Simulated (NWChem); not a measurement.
# CH$_{6}$FNOSi; SMILES N[Si@@H](O)CF

```xyz
11

N     -1.6131     0.5008     0.2250
Si    -0.0136     0.6235    -0.3992
O      1.1063     1.4434     0.5316
C      0.4809    -1.2003    -0.6381
F      0.1160    -1.8983     0.5378
H     -2.1750     1.3065     0.4675
H     -1.8465    -0.3115     0.7835
H      0.0175     1.3755    -1.6747
H      1.1919     1.1419     1.4477
H     -0.0446    -1.6675    -1.4814
H      1.5581    -1.3402    -0.7928
```
Atoms are numbered in this order, from 1.

Computed with NWChem. Medium grid unless said otherwise, to which SCAN and Minnesota functionals are sensitive. Geometry: optimised at B3LYP/6-31G* (spherical d). Hybrids' shares of exact exchange are those that their runs print; pure functionals count as 0. The functionals differ in more than this share.

```csv
row,share of exact exchange,highest occupied level (eV)
PBE/def2-TZVP,0.00,-6.21
r2SCAN/def2-TZVP,0.00,-6.53
TPSSh/def2-TZVP,0.10,withheld
B3LYP/def2-TZVP,0.20,-7.45
M06-2X/def2-TZVP,0.54,-9.21
Hartree-Fock/def2-TZVP,1.00,-11.37
```

Task: Fit a straight line of the last column on the one before it, predict the withheld value, and compare with the run.

Result: 
1. Means of the 5 shown rows: x = 0.348, y = -8.154. Slope Σ(x − x̄)(y − ȳ)/Σ(x − x̄)² = -3.645/0.7261 = -5.021; intercept -6.407.
2. The shown rows scatter about the line by 0.116 (root mean square); the largest residual is +0.20, at PBE/def2-TZVP.
3. At x = 0.10 (TPSSh/def2-TZVP; inside the shown range) the line gives -6.91.
4. The run gives -6.87, +0.04 from the line, 0.3 times the scatter.
